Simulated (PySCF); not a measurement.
**Diatomics of Tl with group 14**

PBE0 with double-zeta basis sets in PySCF, for the lowest determinant that a PBE0 search found; no spin–orbit coupling. De refers to high-spin ground-configuration atoms. A positive dipole means M(−)Tl(+).

```csv
M,basis,state (unpaired electrons),Re (Å),ωe (cm⁻¹),De (eV),μ (D)
C,def2-SVP,"quartet (σ ↑, π ↑↑)",2.296,428,2.75,3.21
Si,def2-SVP,"quartet (σ ↑, π ↑↑)",2.683,234,2.22,2.56
Ge,def2-SVP,"quartet (σ ↑, π ↑↑)",2.731,157,2.14,2.41
Pb,def2-SVP,"quartet (σ ↑, π ↑↑)",2.970,105,1.85,1.81
```

Question: The row for M = Sn is missing. Estimate Re, ωe and De as the mean of the rows for Ge and Pb, and compare with the calculation.

Answer: The means are 2.851 Å, 131 cm⁻¹ and 2.00 eV. PBE0 in def2-SVP gives TlSn as a quartet (σ ↑, π ↑↑) with Re = 2.911 Å, ωe = 124 cm⁻¹, De = 1.95 eV, so the estimate is off by -6.1 pm, +6 % and +0.05 eV.

These are scalar-relativistic numbers at best; spin–orbit coupling would shift them, the dissociation energy most. States were picked by a PBE0 search and need not be the measured ground states.
